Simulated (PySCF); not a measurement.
PBE0 on La (lanthanum, neutral), [Xe] 6s2 6p1, 2P determinant (an excited configuration). Calculation: PySCF 2.14, in def2-TZVPPD with the def2 core potential (46 electrons) (6s5p3d2f1g, 59 functions); a scalar-relativistic core potential.

```
cycle= 1 E= -31.3827740639811  delta_E= -0.00656  |g|= 0.0206  |ddm|= 0.704
cycle= 2 E= -31.3872489026244  delta_E= -0.00447  |g|= 0.0144  |ddm|= 0.293
cycle= 3 E= -31.3911979784265  delta_E= -0.00395  |g|= 0.0153  |ddm|= 0.253
cycle= 4 E= -31.391691323939  delta_E= -0.000493  |g|= 0.015  |ddm|= 0.0369
cycle= 5 E= -31.3964463533397  delta_E= -0.00476  |g|= 0.00372  |ddm|= 0.635
cycle= 6 E= -31.3965276022308  delta_E= -8.12e-05  |g|= 0.00218  |ddm|= 0.0559
cycle= 7 E= -31.3964473827763  delta_E= 8.02e-05  |g|= 0.00354  |ddm|= 0.0915
cycle= 8 E= -31.3965561801821  delta_E= -0.000109  |g|= 0.00217  |ddm|= 0.0467
cycle= 9 E= -31.3966202063009  delta_E= -6.4e-05  |g|= 0.00126  |ddm|= 0.072
cycle= 10 E= -31.3966340776297  delta_E= -1.39e-05  |g|= 0.000292  |ddm|= 0.0443
cycle= 11 E= -31.3966349244981  delta_E= -8.47e-07  |g|= 3.99e-05  |ddm|= 0.00932
cycle= 12 E= -31.396634935562  delta_E= -1.11e-08  |g|= 2.36e-06  |ddm|= 0.00102
cycle= 13 E= -31.3966349355979  delta_E= -3.59e-11  |g|= 3.94e-07  |ddm|= 5.64e-05
converged SCF energy = -31.3966349355979  <S^2> = 1.6085181  2S+1 = 2.7265495
```

Highest occupied orbital energy: -2.724 eV; ⟨L²⟩ = 5.76; populations by l: s 3.38, p 7.00, d 0.62, f 0.00.

Problem. Can this result be used?

Solution. Not for this state. The calculation finished and met its thresholds. ⟨L²⟩ = 5.76 against 2 for a pure P term, so this real determinant mixes terms. Energies and moments cover only the electrons outside the core potential. Spin-orbit coupling, absent here, splits the open shell strongly. ⟨S²⟩ = 1.61 against 0.75 shows spin contamination. The s, p, d and f populations moved away from the nominal configuration during the SCF.
